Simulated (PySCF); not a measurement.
Species: C5H11F2NSi.
SMILES with atom numbers: `[F:1][CH:2]([F:3])[SiH2:4][N:5]1[CH2:6][CH2:7][CH2:8][CH2:9]1`

Structure used (PBE0-D3(BJ)/def2-SVP), in Å, numbered top down from 1:
```
atom  x, y, z in Å
F1     1.7647    1.0082   -2.1629
C2     2.4624    0.7046   -1.0274
F3     3.7151    0.3265   -1.3976
Si4    1.5744   -0.7342   -0.1153
N5    -0.0549   -0.2823    0.2108
C6    -0.7316   -0.4014    1.4995
C7    -2.1056    0.2132    1.2489
C8    -2.3691   -0.1427   -0.2098
C9    -1.0004    0.0627   -0.8508
H10    2.5517    1.6371   -0.4379
H11    2.2726   -0.9830    1.1791
H12    1.7111   -1.9135   -1.0286
H13   -0.1848    0.1208    2.3027
H14   -0.8386   -1.4580    1.8161
H15   -2.8721   -0.1619    1.9424
H16   -2.0544    1.3085    1.3647
H17   -3.1551    0.4674   -0.6780
H18   -2.6701   -1.2001   -0.2915
H19   -0.8735    1.1111   -1.1804
H20   -0.8580   -0.5678   -1.7461
```

NICS is the negative of the GIAO shielding at a point without a nucleus: at the ring centre (0) and 1 Å above and below it (1); zz is the component along the ring normal. Level: GIAO PBE0/pcSseg-1 (PySCF, non-relativistic, gas phase) on the PBE0-D3(BJ)/def2-SVP geometry, one conformer.

Ring bond lengths (Å), with Mayer bond orders in brackets: N5–C6 1.460 (0.91), C6–C7 1.526 (1.02), C7–C8 1.524 (1.04), C8–C9 1.525 (1.02), C9–N5 1.463 (0.91).

Question: What do the NICS probes read (ppm)?

Answer: 
```json
{"ring": "N5–C6–C7–C8–C9", "type": "5-membered ring with N; formal bonds all single", "NICS(0)": "-7.6", "NICS(1), two faces": "-3.5 / -3.7", "NICS(1)zz, two faces": "-4.8 / -5.2", "rms pucker (Å)": "0.17", "centre to ring atoms, mean (Å)": "1.26"}
```

Question: What can be read from them?

Answer: 
- N5–C6–C7–C8–C9: mean NICS(1)zz -5.0 ppm, shielded. C6, C7, C8, C9 have four or more neighbours, and the NICS criterion for π rings isn't applied.

Question: How do the values depend on the level or the medium?

Answer: 
```csv
level,"NICS(0), N5–C6–C7–C8–C9","mean NICS(1)zz, N5–C6–C7–C8–C9"
"PBE0/pcSseg-1, gas",-7.6,-5.0
"PBE0/pcSseg-1, IEF-PCM acetonitrile",-7.6,-5.1
"PBE0/pcSseg-1, IEF-PCM methanol",-7.6,-5.1
```

The geometry is the same throughout; the continuum's cavity takes Bondi-type radii × 1.2.

Time: 54 s; peak memory 0.99 GiB. Hardware: one thread of an Arm Neoverse V1, shared host with 64 logical CPUs at a one-minute load of 45. This is the whole shielding run at PBE0/pcSseg-1, SCF included.
